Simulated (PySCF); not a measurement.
# Pb³⁺ (lead, charge +3) across methods

[Xe] 4f14 5d10 6s1, 2S determinant. Calculation: PySCF 2.14, in aug-cc-pwCVTZ-DK3; scalar relativity by spin-free X2C-1e.

```tsv
method	E (hartree)	mean ε 5d α (eV)	mean ε 5d β (eV)	mean ε 6s α (eV)	Σ⟨r²⟩ (bohr²)	⟨S²⟩
PBE0	-20881.91	-51.895	-51.499	-38.835	39.39	0.750
PBE	-20882.21	-49.543	-49.161	-37.878	39.48	0.750
LDA	-20869.47	-49.783	-49.441	-38.304	39.48	0.750
UHF	-20876.10922	-57.688	-57.258	-40.817	39.43	0.751
r2SCAN	-20882.14	-50.163	-49.695	-38.138	39.33	0.751
```

Spin-orbit coupling, which splits the p, d and f shells strongly at this Z, is absent.
